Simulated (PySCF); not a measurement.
C₅H₄F₄O₂.
SMILES with atom numbers: `[F:1][C@@H:2]1[CH:3]=[CH:4][O:5][C@H:6]1[O:7][C:8]([F:9])([F:10])[F:11]` (hydrogens: H12 on C2; H13 on C3; H14 on C4; H15 on C6)

Computed with PySCF at PBE0/pcSseg-1 and wB97X-D/def2-SVPD, non-relativistic, on one gas-phase PBE0-D3(BJ)/def2-SVP geometry that isn't relaxed in the solvent. The solvent is an IEF-PCM continuum (van der Waals radii × 1.2). Only the electrostatic response of the medium enters.

Gas phase at PBE0/pcSseg-1: HOMO -7.52 eV, LUMO -0.38 eV, dipole 1.88 D.

Q: What does the continuum do to the energy, the frontier levels and the dipole at PBE0/pcSseg-1 in chloroform?

A: 
| solvent | ε | E(solvent) − E(gas) (kcal/mol) | polarisation term (kcal/mol) | distortion of the solute (kcal/mol) | HOMO (eV) | LUMO (eV) | dipole (D) |
| --- | --- | --- | --- | --- | --- | --- | --- |
| chloroform | 4.711 | -3.60 | -3.83 | 0.23 | -7.34 | -0.17 | 2.10 |

Polarisation term: ½ Σ q·V over the induced surface charges. Distortion: the rise of the solute's own energy as its density leaves the gas-phase optimum.

Q: Which radius a makes the point-dipole formula ΔE = −[(ε − 1)/(2ε + 1)]·μ²/a³ give the value in chloroform, with the gas-phase dipole?

A: μ = 0.739 au and |ΔE| = 0.00574 Eh give a = 1.71 Å; the farthest nucleus lies 3.37 Å from the centroid of the nuclei, so such a sphere wouldn't even hold the nuclei. The formula assumes a rigid point dipole at the centre of a sphere.

Q: Which Hirshfeld charges (PBE0/pcSseg-1) respond most in chloroform (means over atoms taken as equivalent)?

A: 
```csv
atoms,environment,gas (e),solvent (e),change
F1,alkyl fluorine,-0.119,-0.128,-0.009
H14,vinylic hydrogen,+0.077,+0.085,+0.008
O5,cyclic ether oxygen,-0.120,-0.127,-0.007
H13,vinylic hydrogen,+0.062,+0.067,+0.005
H12,methine hydrogen,+0.049,+0.054,+0.005
H15,methine hydrogen,+0.047,+0.053,+0.006
F9/F10/F11,fluorine of a CF3 group,-0.089,-0.091,-0.002
O7,ether oxygen,-0.141,-0.143,-0.002
C3,alkene CH carbon,-0.104,-0.105,-0.001
C2,sp3 C–F carbon,+0.051,+0.051,0.000
C4,vinylic carbon bearing oxygen,+0.045,+0.045,0.000
C6,sp3 carbon bearing two oxygens,+0.106,+0.106,0.000
```

Gas phase at wB97X-D/def2-SVPD: HOMO -9.44 eV, LUMO 1.32 eV, dipole 1.94 D.

Q: What does the continuum do to the energy, the frontier levels and the dipole at wB97X-D/def2-SVPD in chloroform?

A: 
```csv
solvent,ε,E(solvent) − E(gas) (kcal/mol),polarisation term (kcal/mol),distortion of the solute (kcal/mol),HOMO (eV),LUMO (eV),dipole (D)
chloroform,4.711,-3.62,-3.91,0.29,-9.25,1.54,2.18
```

Q: How does the static polarisability (wB97X-D/def2-SVPD, frozen core, with the continuum's full static response) change?

A: 
```tsv
medium	isotropic (au)	principal values (au)	⟨r²⟩ of the electrons (bohr²)
gas	67.0	56.6, 68.5, 75.8	1690.2
chloroform	79.8	68.3, 82.6, 88.5	1690.0
```

The isotropic value in chloroform is 1.19 times the gas-phase one; no cavity-field correction is applied. ⟨r²⟩ is taken about the centre of nuclear charge.

The values belong to the conformer `[F:1][C@@H:2]1[CH:3]=[CH:4][O:5][C@H:6]1[O:7][C:8]([F:9])([F:10])[F:11]`: O5–C6–O7–C8 -73°, C6–O7–C8–F9 -49°.

The pairwise dispersion term of wB97X-D wasn't added to the energies; at a given geometry it leaves orbitals and properties as they are.
